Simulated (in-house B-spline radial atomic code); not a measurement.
Results of a calculation; reference values are marked as such.
**Weak and strong correlation along the adiabatic connection**

Two-electron singlets in several external potentials (atomic units), by full CI in B-splines with partial waves to l = 8 (correlation energies up to 0.6 % small). The repulsion is scaled by λ at fixed density; W(λ) is the mean repulsion less the Hartree energy, W(0) = E_x, and the area under W from 0 to 1 is E_xc.

One system gave this curve:

```json
{"λ": "0", "W (hartree)": "-1.8377"}
{"λ": "0.02", "W (hartree)": "-1.8398"}
{"λ": "0.05", "W (hartree)": "-1.843"}
{"λ": "0.12", "W (hartree)": "-1.8502"}
{"λ": "0.25", "W (hartree)": "-1.8633"}
{"λ": "0.4", "W (hartree)": "-1.8779"}
{"λ": "0.6", "W (hartree)": "-1.8964"}
{"λ": "0.8", "W (hartree)": "-1.9139"}
{"λ": "1", "W (hartree)": "-1.9306"}
{"λ": "1.4", "W (hartree)": "-1.9614"}
{"λ": "2", "W (hartree)": "-2.0023"}
{"λ": "3", "W (hartree)": "-2.0588"}
{"λ": "4.5", "W (hartree)": "-2.1235"}
{"λ": "7", "W (hartree)": "-2.1981"}
{"λ": "10", "W (hartree)": "-2.2569"}
```

Which system is it?
A. ω²r²/2 − Z/r, ω = 0.449, Z = 2
B. −Z/r, Z = 0.75, wall at 1 bohr
C. −V exp(−r²/w²), V = 7.9, w = 2.86
D. empty sphere, radius 0.47 bohr

B. The exchange energy sets the size: −Z/r, Z = 0.75, wall at 1 bohr: E_x = -1.84, E_c = -0.0485; empty sphere, radius 0.47 bohr: E_x = -3.77, E_c = -0.053; ω²r²/2 − Z/r, ω = 0.449, Z = 2: E_x = -1.11, E_c = -0.0413; −V exp(−r²/w²), V = 7.9, w = 2.86: E_x = -0.833, E_c = -0.0415 hartree.
